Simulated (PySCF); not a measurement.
dihydroxy(methoxymethyl)silane (C2H8O3Si), SMILES COC[SiH](O)O.

The structure is a stationary point at B3LYP-D3(BJ)/def2-SVP. Other conformers were not sampled.

The numbers are results of TDDFT-B3LYP/def2-SVPD (PySCF), not measurements.

Vertical excitations. Gas-phase values at a fixed geometry.

```
state  energy (eV)  λ (nm)      f                                                                 main pairs
-----  -----------  ------  -----  -------------------------------------------------------------------------
S1            6.71     185  0.007                                           HOMO→LUMO 83 %, HOMO→LUMO+1 15 %
S2            7.23     172  0.027                                         HOMO→LUMO+2 50 %, HOMO→LUMO+1 44 %
S3            7.30     170  0.008                         HOMO→LUMO+2 48 %, HOMO→LUMO+1 38 %, HOMO→LUMO 11 %
S4            7.39     168  0.002                                                           HOMO−1→LUMO 91 %
S5            7.70     161  0.032                                                           HOMO−2→LUMO 80 %
S6            7.79     159  0.021  HOMO−1→LUMO+1 51 %, HOMO−3→LUMO 26 %, HOMO−2→LUMO 12 %, HOMO−1→LUMO+2 8 %
S7            7.84     158  0.002                                                           HOMO→LUMO+3 93 %
S8            7.98     155  0.053                                       HOMO−1→LUMO+2 46 %, HOMO−3→LUMO 40 %
S9            8.04     154  0.029                   HOMO−1→LUMO+2 38 %, HOMO−1→LUMO+1 31 %, HOMO−3→LUMO 17 %
S10           8.15     152  0.015                                                           HOMO→LUMO+4 94 %
T1            6.49     191      0                                           HOMO→LUMO 70 %, HOMO→LUMO+1 19 %
T2            7.05     176      0                                                           HOMO→LUMO+2 85 %
T3            7.13     174      0                                                           HOMO−1→LUMO 79 %
T4            7.21     172      0                                           HOMO→LUMO+1 61 %, HOMO→LUMO 24 %
```
Triplets are in the Tamm–Dancoff approximation, which puts them higher than full response would, so one can lie above its singlet here.
